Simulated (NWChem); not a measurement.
System: Si2NH5F2; SMILES N[Si@@H](F)[SiH2]F

Parts of the log:

```
             Northwest Computational Chemistry Package (NWChem) 7.3.0
             --------------------------------------------------------

                             Geometry "geometry" -> ""
                             -------------------------

 Output coordinates in angstroms (scale by  1.889725989 to convert to a.u.)

  No.       Tag          Charge          X              Y              Z
 ---- ---------------- ---------- -------------- -------------- --------------
    1 N                    7.0000     1.56924800    -1.31547000     0.21530100
    2 Si                  14.0000     0.00824000    -0.87054300    -0.34502000
    3 F                    9.0000    -1.21221500    -1.76288600     0.26613200
    4 Si                  14.0000    -0.45836400     1.33220000     0.30209500
    5 F                    9.0000     0.55308700     2.35001600    -0.45944000
    6 H                    1.0000     1.86811200    -1.14309100     1.16727700
    7 H                    1.0000     2.06495200    -2.10022300    -0.19083000
    8 H                    1.0000     0.01252300    -1.10318200    -1.81202100
    9 H                    1.0000    -1.85395000     1.71925700    -0.04353600
   10 H                    1.0000    -0.27321100     1.50104300     1.77260900

 Effective nuclear repulsion energy (a.u.)     301.8379880283

                              NWChem Property Module
                              ----------------------

                                 NWChem DFT Module
                                 -----------------

 Summary of "ao basis" -> "ao basis" (spherical)
 ------------------------------------------------------------------------------
       Tag                 Description            Shells   Functions and Types
 ---------------- ------------------------------  ------  ---------------------
 N                          6-31+g*                  8       18   4s3p1d
 Si                         6-31+g*                 10       22   5s4p1d
 F                          6-31+g*                  8       18   4s3p1d
 H                          6-31+g*                  2        2   2s

            General Information
            -------------------
          SCF calculation type: DFT
          Wavefunction type:  closed shell.
          No. of atoms     :    10
          No. of electrons :    58
           Alpha electrons :    29
            Beta electrons :    29
          Charge           :     0
          Spin multiplicity:     1
          Use of symmetry is: off; symmetry adaption is: off
          Maximum number of iterations: 150
          AO basis - number of functions:   108
                     number of shells:    54
          Convergence on energy requested:  1.00D-06
          Convergence on density requested:  1.00D-05
          Convergence on gradient requested:  5.00D-04

              XC Information
              --------------
                         PBE0 Method XC Functional
                     Hartree-Fock (Exact) Exchange  0.250
          PerdewBurkeErnzerhof Exchange Functional  0.750
            Perdew 1991 LDA Correlation Functional  1.000 local
           PerdewBurkeErnz. Correlation Functional  1.000 non-local

             Grid Information
             ----------------
          Grid used for XC integration:  medium
          Radial quadrature: Mura-Knowles
          Angular quadrature: Lebedev.
          Tag              B.-S. Rad. Rad. Pts. Rad. Cut. Ang. Pts.
          ---              ---------- --------- --------- ---------
          N                   0.65       49          13.0       434
          Si                  1.10       88          13.0       590
          F                   0.50       49          12.0       434
          H                   0.35       45          13.0       434
          Grid pruning is: on
          Number of quadrature shells:   548
          Spatial weights used:  Erf1

      Superposition of Atomic Density Guess
      -------------------------------------

 Sum of atomic energies:        -833.17887275

      Non-variational initial energy
      ------------------------------

 Total energy =    -834.580700
 1-e energy   =   -1756.262195
 2-e energy   =     619.843506
 HOMO         =      -0.313835
 LUMO         =      -0.013836

   convergence    iter        energy       DeltaE   RMS-Dens  Diis-err
 ---------------- ----- ----------------- --------- --------- ---------
 d= 0,ls=0.0,diis     1   -835.9362365287 -1.14D+03  1.42D-02  9.65D-01
 d= 0,ls=0.0,diis     2   -835.8683443552  6.79D-02  7.33D-03  2.01D+00
 d= 0,ls=0.0,diis     3   -836.0434950812 -1.75D-01  9.66D-04  1.54D-02
 d= 0,ls=0.0,diis     4   -836.0444234087 -9.28D-04  4.19D-04  3.51D-03
 d= 0,ls=0.0,diis     5   -836.0447806978 -3.57D-04  1.15D-04  3.44D-04
  Resetting Diis
 d= 0,ls=0.0,diis     6   -836.0448182522 -3.76D-05  2.66D-05  5.03D-06
 d= 0,ls=0.0,diis     7   -836.0448188816 -6.29D-07  1.27D-05  1.07D-06
 d= 0,ls=0.0,diis     8   -836.0448187660  1.16D-07  7.05D-06  2.52D-06

         Total DFT energy =     -836.044818766009
      One electron energy =    -1760.137895900072
           Coulomb energy =      693.409962644114
    Exchange-Corr. energy =      -71.154873538305
 Nuclear repulsion energy =      301.837988028255

 Numeric. integr. density =       58.000011935617

                       DFT Final Molecular Orbital Analysis
                       ------------------------------------

 Vector   27  Occ=2.000000D+00  E=-3.604130D-01
              MO Center= -7.1D-01,  1.6D+00,  4.8D-01, r^2= 2.7D+00
   Bfn.  Coefficient  Atom+Function         Bfn.  Coefficient  Atom+Function
  ----- ------------  ---------------      ----- ------------  ---------------
   106      0.286390   9 H  s               108     -0.269958  10 H  s
    67     -0.260138   4 Si pz               65     -0.249036   4 Si px
   105      0.237972   9 H  s               107     -0.218430  10 H  s
    85      0.191984   5 F  pz               83      0.188013   5 F  px
    10      0.147296   1 N  s                89      0.134282   5 F  pz

 Vector   28  Occ=2.000000D+00  E=-3.140623D-01
              MO Center=  3.5D-01, -3.3D-01, -3.8D-02, r^2= 3.9D+00
   Bfn.  Coefficient  Atom+Function         Bfn.  Coefficient  Atom+Function
  ----- ------------  ---------------      ----- ------------  ---------------
    26      0.297745   2 Si py               66     -0.243724   4 Si py
     3      0.232048   1 N  px                4      0.182465   1 N  py
   104     -0.182817   8 H  s                28      0.181416   2 Si s
     7      0.174095   1 N  px                5     -0.156129   1 N  pz
     8      0.154433   1 N  py               84      0.150744   5 F  py

 Vector   29  Occ=2.000000D+00  E=-3.000327D-01
              MO Center=  8.0D-01, -6.9D-01,  1.3D-01, r^2= 3.4D+00
   Bfn.  Coefficient  Atom+Function         Bfn.  Coefficient  Atom+Function
  ----- ------------  ---------------      ----- ------------  ---------------
     4      0.362186   1 N  py                8      0.288490   1 N  py
    66      0.218687   4 Si py               28     -0.212505   2 Si s
     3      0.203458   1 N  px                5     -0.187548   1 N  pz
     7      0.160516   1 N  px                9     -0.153979   1 N  pz
    27     -0.141468   2 Si pz               26     -0.123312   2 Si py

 Vector   30  Occ=0.000000D+00  E=-3.012768D-02
              MO Center= -4.1D-01,  6.1D-01,  1.4D-01, r^2= 5.8D+00
   Bfn.  Coefficient  Atom+Function         Bfn.  Coefficient  Atom+Function
  ----- ------------  ---------------      ----- ------------  ---------------
    90      0.669188   5 F  s                70     -0.543489   4 Si py
    71      0.402188   4 Si pz               10     -0.398689   1 N  s
    69     -0.396420   4 Si px               30     -0.386381   2 Si py
    50     -0.351669   3 F  s                68     -0.329989   4 Si s
    31      0.289115   2 Si pz               32      0.216722   2 Si s

 Vector   31  Occ=0.000000D+00  E=-1.221491D-02
              MO Center=  1.0D+00, -1.0D+00,  7.3D-02, r^2= 8.7D+00
   Bfn.  Coefficient  Atom+Function         Bfn.  Coefficient  Atom+Function
  ----- ------------  ---------------      ----- ------------  ---------------
    10      1.895398   1 N  s                32     -1.151817   2 Si s
    33     -0.828890   2 Si px               29     -0.719267   2 Si px
    28     -0.684591   2 Si s                 6      0.601261   1 N  s
    11     -0.578692   1 N  px               31     -0.439849   2 Si pz
    34      0.429707   2 Si py               72     -0.430336   4 Si s

 Vector   32  Occ=0.000000D+00  E= 1.586344D-02
              MO Center= -8.4D-01,  8.7D-01,  1.2D+00, r^2= 1.0D+01
   Bfn.  Coefficient  Atom+Function         Bfn.  Coefficient  Atom+Function
  ----- ------------  ---------------      ----- ------------  ---------------
    68      1.636556   4 Si s                32     -0.887011   2 Si s
    72     -0.702503   4 Si s                75     -0.466744   4 Si pz
   108     -0.387287  10 H  s                35     -0.383755   2 Si pz
    34     -0.365876   2 Si py               28     -0.343477   2 Si s
    71      0.342826   4 Si pz               30     -0.323266   2 Si py

     Multipole analysis of the density
     ---------------------------------

[...]

 DFT Linear Response polarizability / au
 Frequency  =       0.0428000 / au
 Wavelength =    1064.5643224 / nm
              X              Y              Z
 -----------------------------------------------
 X      56.9378539     -7.0734745      1.1579943
 Y      -7.0735030     61.0023650      4.1420782
 Z       1.1580130      4.1420865     54.3573213
 -----------------------------------------------
 Eigenvalues =      49.1719259     66.9085056     56.2171086
 Isotropic   =      57.4325134
 Anisotropic =      15.4681419
 -----------------------------------------------

 Magnetic Dipole Response Matrix (nonzero elements):
```

Level: PBE0/6-31+G* (spherical d). All runs use the structure optimised with B3LYP/6-31G* (spherical d).

Question: Reconstruct the input file.

Answer: One answer among several that fit: the input that was run:
```
start job
memory heap 200 mb stack 900 mb global 1100 mb
geometry units angstroms noautosym nocenter noautoz
  N      1.569248    -1.315470     0.215301
  Si     0.008240    -0.870543    -0.345020
  F     -1.212215    -1.762886     0.266132
  Si    -0.458364     1.332200     0.302095
  F      0.553087     2.350016    -0.459440
  H      1.868112    -1.143091     1.167277
  H      2.064952    -2.100223    -0.190830
  H      0.012523    -1.103182    -1.812021
  H     -1.853950     1.719257    -0.043536
  H     -0.273211     1.501043     1.772609
end
basis spherical
  * library 6-31+g*
end
dft
  xc pbe0
  iterations 150
end
property
  response 1 0.0428
end
task dft property
```
